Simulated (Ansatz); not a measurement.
Computed with Ansatz on PBE0-D4/def2-TZVP structures; ΔE is electronic, products minus reactants. CCSD(T)/CBS adds triple-zeta CCSD(T) − MP2 to the extrapolated MP2 energy (def2 sets, frozen cores). This one scheme is used for every species, atoms too. Functionals use def2-TZVPP. HSE06 is defined as in plane-wave codes. No spin–orbit coupling; open shells (•) take unrestricted orbitals. Spin–orbit coupling would lower the free atoms: a little for B, Si. One conformer a species, not always the lowest.

Reaction (atomization): `N[SiH]1BN1` → B• + 5 H• + 2 N• + Si•

(1) What is ΔE at CCSD(T)/CBS? (An estimate is asked.)

(2) What do these levels give: r2SCAN0-D4, HSE06-D4, CAM-B3LYP-D4, B2PLYP, r2SCAN0, CAM-B3LYP, MP2/def2-SVP, HF/def2-TZVPP, MP2/def2-TZVPP, SCS-MP2/def2-TZVPP, CCSD/def2-TZVPP, CCSD(T)/def2-TZVPP? (Best estimate.)

Largest T1 diagnostic among the species: 0.014.

## Answers

(1) Ansatz gave: +32.88 eV.

(2) Computed: r2SCAN0-D4 32.40, HSE06-D4 33.03, CAM-B3LYP-D4 33.30, B2PLYP 32.69, r2SCAN0 32.35, CAM-B3LYP 33.16, MP2/def2-SVP 30.74, HF/def2-TZVPP 22.83, MP2/def2-TZVPP 32.31, SCS-MP2/def2-TZVPP 32.40, CCSD/def2-TZVPP 31.23, CCSD(T)/def2-TZVPP 31.77 eV.

Leaving LDA and LC-ωPBE aside and taking each functional with its dispersion term where it has one, the values, not all of them listed here, spread over 1.59 eV, from BHLYP-D4 to PBE-D4. LDA lies +4.32 eV from PBE without D4, its usual overbinding. In def2-TZVPP, CCSD(T) changes the Hartree–Fock value by +8.94 eV (the triples alone add +0.54 eV) and MP2 by +9.48 eV; breaking electron pairs costs correlation energy, which Hartree–Fock lacks. At CCSD(T), def2-SVP lies −2.57 eV from the extrapolated value and def2-TZVPP −1.11 eV: correlation converges slowly with the basis, and small sets miss more of it in the bonded molecule than in its fragments.

For atomizations the MP2-based limit and the directly extrapolated one differ by several kJ/mol either way, and by 10 to 25 for some Ge, Se and Sn compounds, so smaller differences from it don't rank the levels.
